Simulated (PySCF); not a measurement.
## Calcium: a sound run and one with changed settings

Sound run: Ca [Ar] 4s2, Ca⁺ [Ar] 4s1. All numbers are calculated (PySCF 2.14, scalar relativity by spin-free X2C-1e, in x2c-TZVPall (6s5p3d, 36 functions)). In the sound run the correlated levels freeze [Ar]. The sound run starts from symmetry-adapted Hartree-Fock orbitals and uses a fine grid where one is needed.

Changed run: all electrons correlated in a basis built for the valence shell.

```tsv
species	method	sound run (hartree)	changed run (hartree)	converged
Ca	MP2	-679.63866	-679.84021	yes
Ca	CCSD(T)	-679.64840	-679.86218	yes
Ca⁺	MP2	n/a	-679.62388	yes
Ca⁺	CCSD(T)	n/a	-679.64061	yes
```

Ionisation energy of Ca:

```json
{"method": "UHF", "sound run (eV)": "5.139", "changed run (eV)": "5.139"}
{"method": "MP2", "sound run (eV)": "5.641", "changed run (eV)": "5.887"}
{"method": "SCS-MP2", "sound run (eV)": "5.742", "changed run (eV)": "5.935"}
{"method": "CCSD", "sound run (eV)": "5.906", "changed run (eV)": "5.983"}
{"method": "CCSD(T)", "sound run (eV)": "5.906", "changed run (eV)": "6.029"}
```

A valence basis has no tight correlating functions, so it recovers only part of the core correlation, and not evenly between atom and ion.

For comparison, NIST gives 6.113 eV between the lowest levels.
